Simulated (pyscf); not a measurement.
`[F][CH][CH]([F])[F]` [doublet] → `[F][CH][CH]([F])[F]` [doublet] (group migration; doublet surface; C–F broken, C–F formed). PySCF, gas phase, ωB97X-D3(BJ)/def2-SVP geometries. Energies in eV from the reactant's lowest minimum found.

```json
[
 {"level": "PBE/def2-TZVP", "barrier": "1.17", "reaction energy": "0.00"},
 {"level": "B3LYP-D3(BJ)/def2-TZVP", "barrier": "1.34", "reaction energy": "0.00"},
 {"level": "PBE0-D3(BJ)/def2-TZVP", "barrier": "1.55", "reaction energy": "0.00"},
 {"level": "M06-2X/def2-TZVP", "barrier": "___", "reaction energy": "0.00"},
 {"level": "ωB97M-D3(BJ)/def2-TZVP", "barrier": "___", "reaction energy": "0.00"},
 {"level": "HF/def2-TZVP", "barrier": "2.36", "reaction energy": "0.00"}
]
```

Question: Complete the blanks.

Answer: 
- M06-2X/def2-TZVP, barrier: 1.72
- ωB97M-D3(BJ)/def2-TZVP, barrier: 1.50

The functionals in the table span 0.55 eV in this barrier, from PBE to M06-2X. F–CH•–CH(F)–F lies 0.61 eV over its isomer •H₂C–C(F)(F)–F (electronic energy, ωB97M-D3(BJ)). One saddle was located; it need not be the lowest between these sides.
